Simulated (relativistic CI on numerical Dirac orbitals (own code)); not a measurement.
Tc³⁺: 3p photoemission

Computed with this model: Dirac-Coulomb-Breit CI, orbitals from a KLI potential per configuration, a model potential for QED, valence Slater integrals scaled by 0.8, multiplet model of photoemission in the sudden approximation; configurations [Kr] 4d4 → [Ne] 3s2 3p5 3d10 4s2 4p6 4d4; 300 K; Lorentzian 1.4 eV and Gaussian 0.6 eV FWHM. Energies are those of the free ion, without screening or charge transfer. The energies are binding energies and can lie tens of eV above those of solids. S is read from ⟨S²⟩ = S(S + 1).

Field parameters in Wybourne normalisation: D3d B²₀ = −7Dσ, B⁴₀ = −14Dq − 21Dτ, B⁴₃ = −14√(10/7) Dq; Oh B⁴₀ = 21Dq, B⁴₄ = √(5/14) B⁴₀. The field is a parameter set, without covalency.

Computed curve for free ion, scaled to 100 at the maximum (points under 2 are left out and the grid is thinned):

```json
{"Energy (eV)": "469.2", "Intensity": "2.1"}
{"Energy (eV)": "469.8", "Intensity": "2.6"}
{"Energy (eV)": "470.2", "Intensity": "3.1"}
{"Energy (eV)": "470.8", "Intensity": "4.0"}
{"Energy (eV)": "471.2", "Intensity": "5.0"}
{"Energy (eV)": "471.8", "Intensity": "7.1"}
{"Energy (eV)": "472.4", "Intensity": "10.9"}
{"Energy (eV)": "472.8", "Intensity": "15.4"}
{"Energy (eV)": "473.4", "Intensity": "29.5"}
{"Energy (eV)": "473.8", "Intensity": "48.7"}
{"Energy (eV)": "474.4", "Intensity": "89.8"}
{"Energy (eV)": "474.8", "Intensity": "100.0"}
{"Energy (eV)": "475.4", "Intensity": "81.3"}
{"Energy (eV)": "476.0", "Intensity": "47.8"}
{"Energy (eV)": "476.4", "Intensity": "30.3"}
{"Energy (eV)": "477.0", "Intensity": "16.9"}
{"Energy (eV)": "477.4", "Intensity": "12.1"}
{"Energy (eV)": "478.0", "Intensity": "7.7"}
{"Energy (eV)": "478.6", "Intensity": "5.3"}
{"Energy (eV)": "479.0", "Intensity": "4.3"}
{"Energy (eV)": "479.6", "Intensity": "3.2"}
{"Energy (eV)": "480.0", "Intensity": "2.8"}
{"Energy (eV)": "480.6", "Intensity": "2.2"}
{"Energy (eV)": "491.0", "Intensity": "2.2"}
{"Energy (eV)": "491.4", "Intensity": "2.6"}
{"Energy (eV)": "492.0", "Intensity": "3.6"}
{"Energy (eV)": "492.4", "Intensity": "4.6"}
{"Energy (eV)": "493.0", "Intensity": "7.4"}
{"Energy (eV)": "493.6", "Intensity": "13.4"}
{"Energy (eV)": "494.0", "Intensity": "21.9"}
{"Energy (eV)": "494.6", "Intensity": "45.9"}
{"Energy (eV)": "495.0", "Intensity": "59.1"}
{"Energy (eV)": "495.6", "Intensity": "44.2"}
{"Energy (eV)": "496.0", "Intensity": "27.0"}
{"Energy (eV)": "496.6", "Intensity": "12.9"}
{"Energy (eV)": "497.2", "Intensity": "7.3"}
{"Energy (eV)": "497.6", "Intensity": "5.3"}
{"Energy (eV)": "498.2", "Intensity": "3.6"}
{"Energy (eV)": "498.6", "Intensity": "2.8"}
{"Energy (eV)": "499.2", "Intensity": "2.1"}
```

The ground state has S = 1.98, and the centroid lies at 481.64 eV.
